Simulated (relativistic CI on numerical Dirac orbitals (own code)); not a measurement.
## Gd XXIV: sensitivity of the levels to the model

Base calculation: Dirac-Coulomb-Breit CI, separate exchange-only KLI orbitals for each configuration, model QED, unscaled Slater integrals.

CI space (outside the closed core [Ar] 3d10): 4s2 4p6 4d5, 4s2 4p5 4d6, 4s2 4p6 4d4 4f, 4s 4p6 4d6, 4s2 4p5 4d5 4f, 4s 4p6 4d5 4f, 4s2 4p6 4d4 5s, 4s2 4p6 4d4 5p, 4s2 4p6 4d3 4f 5s, 4s2 4p6 4d4 5d, 4s2 4p5 4d5 5s, 4s2 4p6 4d3 5s 5p, 4s2 4p6 4d4 5f, 4s2 4p6 4d4 6s, 4s2 4p6 4d4 5g, 4s2 4p6 4d4 6p, 4p6 4d6 4f, 4s 4p6 4d5 5p, 4p6 4d7, 4p5 4d8, 4p5 4d7 4f, 4s2 4p6 4d3 5s2, 4s2 4p6 4d2 4f 5s2, 4s2 4p5 4d3 4f 5s2, 4s 4p6 4d3 4f 5s2. Double excitations out of closed p, d and f shells are left out; levels of such configurations are missing from the list, as are those of other unlisted configurations, and high levels can miss mixing partners. These lack a partner that the ground configuration has and come out too high: 4s2 4p5 4d5 5s.

The lowest level and the first level of each name with at least 55 % of one term (blank where a level has no safe partner in the second run):

```
               Level  Base (cm⁻¹)  Shift (cm⁻¹)
  4s2 4p6 4d5 6S_5/2            0             0
  4s2 4p6 4d5 4G_9/2        83535        -13700
 4s2 4p6 4d5 2I_11/2       123190        -23422
  4s2 4p6 4d5 4D_1/2       134156              
 4s2 4p6 4d5 2I_13/2       135792        -36024
  4s2 4p6 4d5 2G_7/2       164948              
  4s2 4p6 4d5 2S_1/2       188433        -38535
 4s2 4p6 4d5 2H_11/2       209394        -79880
  4s2 4p6 4d5 2P_3/2       254087        -28526
  4s2 4p6 4d5 2P_1/2       283749        -58189
4s2 4p5 4d6 6F°_11/2      1022782        -45830
 4s2 4p5 4d6 6F°_9/2      1072168              
4s2 4p5 4d6 4H°_13/2      1098691        -73019
4s2 4p5 4d6 4I°_15/2      1128571        -70802
```

At this charge energies of transitions that change n are usually good to better than 1 %, and those within a shell (Δn = 0) to a few per cent. Terms inside the open d or f shell come out 10 to 20 % too wide with unscaled integrals.

Task: One thing was changed in a second run, which moved the levels as shown. Which?
A. QED terms removed
B. non-relativistic limit
C. only the first configuration
D. Breit term removed
E. configuration mixing switched off

Result: B. Non-relativistic limit. Without relativity the fine structure collapses and s electrons lose their extra binding.

LS names give the leading component of a level, which can be under half, so a name can repeat, a term be missing and a line seem to break the LS rules.
